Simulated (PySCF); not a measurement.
**Titanium: a sound run and one with changed settings**

Sound run: Ti [Ar] 3d2 4s2, Ti+ [Ar] 3d2 4s1. Computed with PySCF 2.14 in cc-pVTZ (7s6p4d2f1g, 68 functions), with the non-relativistic Hamiltonian (point nucleus). In the sound run the correlated levels freeze [Ar]. The sound run starts from symmetry-adapted Hartree-Fock orbitals and uses a fine grid where one is needed.

A second run was set up differently.

```json
{"species": "Ti", "method": "UHF", "sound run (hartree)": "-848.41291", "changed run (hartree)": "-839.56346", "converged": "yes"}
{"species": "Ti", "method": "BP86", "sound run (hartree)": "-849.45726", "changed run (hartree)": "-840.50010", "converged": "yes"}
{"species": "Ti", "method": "PBE", "sound run (hartree)": "-849.12059", "changed run (hartree)": "-840.16977", "converged": "yes"}
{"species": "Ti", "method": "MP2", "sound run (hartree)": "-848.45258", "changed run (hartree)": "-839.59115", "converged": "yes"}
{"species": "Ti+", "method": "UHF", "sound run (hartree)": "-848.20990", "changed run (hartree)": "-839.44286", "converged": "yes"}
{"species": "Ti+", "method": "BP86", "sound run (hartree)": "-849.20707", "changed run (hartree)": "-840.30939", "converged": "yes"}
{"species": "Ti+", "method": "PBE", "sound run (hartree)": "-848.87640", "changed run (hartree)": "-839.98728", "converged": "yes"}
{"species": "Ti+", "method": "MP2", "sound run (hartree)": "-848.22085", "changed run (hartree)": "-839.44286", "converged": "yes"}
```

Ionisation energy of Ti:

```json
{"method": "UHF", "sound run (eV)": "5.524", "changed run (eV)": "3.282"}
{"method": "BP86", "sound run (eV)": "6.808", "changed run (eV)": "5.190"}
{"method": "PBE", "sound run (eV)": "6.645", "changed run (eV)": "4.966"}
{"method": "MP2", "sound run (eV)": "6.306", "changed run (eV)": "4.035"}
{"method": "SCS-MP2", "sound run (eV)": "6.474", "changed run (eV)": "4.186"}
```

**Question.** What was changed?
A. minimal basis
B. angular grid far too coarse
C. level shift left on
D. a valence shell is frozen

**Answer.** A. It used basis STO-3G. A minimal basis cannot let orbitals breathe on ionisation and holds almost no correlation.
